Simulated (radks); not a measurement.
Values are calculated unless marked as measured or tabulated.
Numerical settings for the tin ion Sn+, [Kr] 4d10 5s2 5p1. Code: a radial shooting solver on a logarithmic mesh with Libxc functionals. Model: scalar-relativistic Kohn-Sham, PBE, spin-polarised, spherical densities, point nucleus; open shells are filled with parallel spins first (spin-orbit coupling, left out, can overturn this in heavy ions). The defaults (mesh step 0.008 in ln r, mesh end at 40 bohr or more with all orbitals vanishing there, Anderson mixing 0.5 over 9 steps, residual threshold near 1e-9 with the energy settled to 1e-9 hartree or 1e-11 of itself, here a cap of 82 iterations) give E = -6176.9572 hartree and 5p at -10.619 eV in 14 iterations. Run on one thread of a shared host, so times are rough (Arm Neoverse N1): 0.32 s of CPU time, 0.32 s wall, 14 iterations on 2602 mesh points. Changes against that run (0 stands for a change within the tolerance of the run):

setting,iterations,converged,E (mhartree),e(5p) (meV),CPU (s)
mesh step in ln r 0.12,2,no,diverged,-,0.05
mesh step in ln r 0.2,2,no,diverged,-,0.03
mesh step in ln r 0.08,6,no,diverged,-,0.06
mesh end (bohr) 8,14,yes,+0.745,+45.3,0.29
mesh end (bohr) 5,15,yes,+60.1,+1.76e+03,0.3
residual threshold 1e-16,82,no,0,0,0.87
residual threshold 1e-13,20,yes,0,0,0.38
mixing 1.5,14,yes,0,0,0.31
"linear mixing, mixing 0.5",30,yes,0,0,0.52
"linear mixing, mixing 1",82,no,+7.54e+04,+7.77e+03,3.6
mixing history 2,18,yes,0,0,0.36
iteration cap 3,3,no,+21.5,-990,0.09

Settings that end as converged yet miss the energy by more than 1 mhartree: mesh end (bohr) 5 (+0.0601 hartree). A mesh that ends early acts as a hard wall.
